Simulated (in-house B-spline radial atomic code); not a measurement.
Tc²⁺. Computed with a B-spline radial atomic code. Model: non-relativistic spherical atom: semilocal Troullier-Martins pseudo-atom, one channel per l, against all electrons, high spin, G0W0 and RPA with empty states to l = 8, local potential for every l without a channel, a model core (radius 0 = none) keeps its share of the functional.

Without relativity these are model numbers for so heavy an element.

What the tables leave out is listed at the end.

The pseudopotential gives back the lowest level of each angular momentum of its own functional in the configuration it was made in; a second state of the same l is only approximately right. Exact exchange, RPA and GW see the smooth pseudo-orbitals and miss the exchange with the core, for which the functional's share stands in. The column with an uncorrelated core keeps all orbitals and exact exchange, and so separates missing core correlation from pseudisation. Only the three outermost levels and the lowest empty one were computed. RPA here is direct RPA, with no exchange kernel, and its energies carry an (l + 1/2)⁻⁴ tail. A hybrid on a potential with a model core restores only its own semilocal share of the core's exchange.

Command:
```bash
python run_psgw.py task.json out
```
Settings (lengths in bohr, energies in hartree):
```
Z                      43
electrons              41
configuration          [Kr] 4d5
generated_in           [Kr] 4d5
functional             pbe,pbe
core_shells            6
radius_factor          0.8
core_correction        False
```

Run time, properties included: 34 s on 1 thread of Intel(R) Xeon(R) Platinum 8488C (Sapphire Rapids), on a shared host.

Given: made with PBE; model core radius 0 bohr; local radius 0.818 bohr; mean-field start PBE0.

Valence shells of the generating configuration: 4s, 4p, 4d.

Channel: s 0.786, p 0.824, d 0.999 (radii in bohr).

Computed: largest level miss in the spin-unpolarised generating configuration 0.003 eV; valence RPA correlation energy all-electron orbitals -0.68288 hartree; all-electron RPA polarisability, core included 6.594 bohr³; pseudo-atom RPA polarisability 6.5636 bohr³.

| level | occupied | mean-field all-electron (eV) | mean-field pseudo minus all (eV) | G0W0 all-electron (eV) | G0W0 uncorrelated core minus all (eV) | G0W0 pseudo minus all (eV) | exchange self-energy all-electron (eV) | exchange self-energy pseudo (eV) |
| --- | --- | --- | --- | --- | --- | --- | --- | --- |
| 4d up | 1 | -25.9 | -0.038 | -30.425 | 0.107 | -0.146 | -30.464 | -27.295 |
| 4p down | 1 | -60.589 | 0.224 | -65.511 | 0.259 | 0.313 | -36.952 | -30.11 |
| 4d down (empty) | 0 | -18.423 | 0.048 | -15.144 | 0.114 | -0.089 | -10.352 | -7.3485 |

Q: What is the valence RPA correlation energy pseudo?

A: -0.73666 hartree.

Given: mean-field start Hartree-Fock.

Computed: valence RPA correlation energy all-electron orbitals -0.59214 hartree; all-electron RPA polarisability, core included 4.9897 bohr³; pseudo-atom RPA polarisability 4.91 bohr³.

```csv
level,occupied,mean-field all-electron (eV),mean-field pseudo minus all (eV),G0W0 all-electron (eV),G0W0 uncorrelated core minus all (eV),G0W0 pseudo minus all (eV),exchange self-energy all-electron (eV),exchange self-energy pseudo (eV)
4d up,1,-30.458,-0.14,-30.783,0.108,-0.076,-30.548,-27.596
4p down,1,-66.234,0.414,-66.172,0.26,0.469,-36.632,-30.095
5s up (empty),0,-13.558,-0.252,-14.563,0.037,-0.355,-3.1253,-2.6478
```

Q: What is the valence RPA correlation energy pseudo?

A: -0.63714 hartree.

Among the listed levels the largest G0W0 shift of the pseudo-atom is +0.47 eV, for 4p down on the Hartree-Fock start, while leaving the core uncorrelated moves that level by +0.26 eV. The rest, +0.21 eV, comes from pseudisation and the lost core exchange. Not in the tables (levels of low weight, unsolved or above zero; the highest and the empty levels are kept at any weight): on PBE, a start not tabulated, the G0W0 levels 4d up (pseudo minus all -0.70 eV, weights 0.80 and 0.42), 4p down (pseudo minus all +0.29 eV, weights 0.84 and 0.83), 4p up (pseudo minus all +2.23 eV, weights 0.10 and 0.06), 4d down (pseudo minus all -0.17 eV, weights 0.74 and 0.83); on PBE0 the G0W0 levels 4p up (pseudo minus all +0.06 eV, weights 0.06 and 0.06); on Hartree-Fock the G0W0 levels 4p up (pseudo minus all +6.19 eV, weights 0.30 and 0.04).
